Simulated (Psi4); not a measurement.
Interaction energy of N2 ··· H3ClSi (SMILES N#N and [SiH3]Cl), singlet. Monomers: optimised at B3LYP-D3(BJ) (def2-TZVP), held rigid. Orientation: a higher rigid-body minimum at GFN2-xTB. The monomers approach along the line of their centres of mass (distance R); nothing else relaxes.

Geometry at R = 3.37 Å (first 2 atoms: monomer A):
```
7

N      0.5455     0.0000     0.0000
N     -0.5455     0.0000     0.0000
Si     1.7551     0.3240    -3.0769
Cl    -0.2191     0.8573    -3.3731
H      2.4193     0.2394    -4.3921
H      1.7891    -0.9855    -2.3971
H      2.3980     1.3559    -2.2402
```

Computed with SAPT0/jun-cc-pVDZ, frozen core (Psi4).

Components in kcal/mol:

```tsv
R / Å	electrostatics	exchange	induction	dispersion	total
2.78	-7.39	23.44	-2.51	-4.93	8.61
2.95	-4.28	13.84	-1.44	-3.57	4.55
3.21	-1.84	6.09	-0.62	-2.21	1.41
3.37	-1.10	3.64	-0.37	-1.67	0.51
3.56	-0.59	1.96	-0.20	-1.21	-0.04
3.78	-0.30	0.95	-0.10	-0.84	-0.29
4.06	-0.13	0.37	-0.04	-0.55	-0.35
4.35	-0.07	0.14	-0.02	-0.36	-0.30
4.90	-0.03	0.02	-0.01	-0.17	-0.19
5.57	-0.02	0.00	0.00	-0.08	-0.10
6.58	-0.01	0.00	0.00	-0.03	-0.04
7.84	-0.01	0.00	0.00	-0.01	-0.02
```
